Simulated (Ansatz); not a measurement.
CH6ClFSi2, SMILES F[Si@@H](C[SiH3])Cl.

Geometry optimised at PBE0-D3(BJ)/def2-SVP. The structure was generated by enumeration; whether it is a known compound was not checked. Other conformers were not sampled.

Two levels are set side by side: PBE/def2-TZVPD (Ansatz, a quantum-chemistry and plane-wave program) and CAM-B3LYP/def2-TZVPD (Ansatz). Energy differences of separate SCF runs at the same geometry; the states with an electron removed or added have multiplicity 2 and 2. Differences are taken from unrounded values.

```
quantity                           CAM-B3LYP    PBE  PBE minus CAM-B3LYP
---------------------------------  ---------  -----  -------------------
vertical ionisation energy (eV)        11.12  10.33                -0.79
vertical singlet–triplet gap (eV)       7.76   6.80                -0.96
```
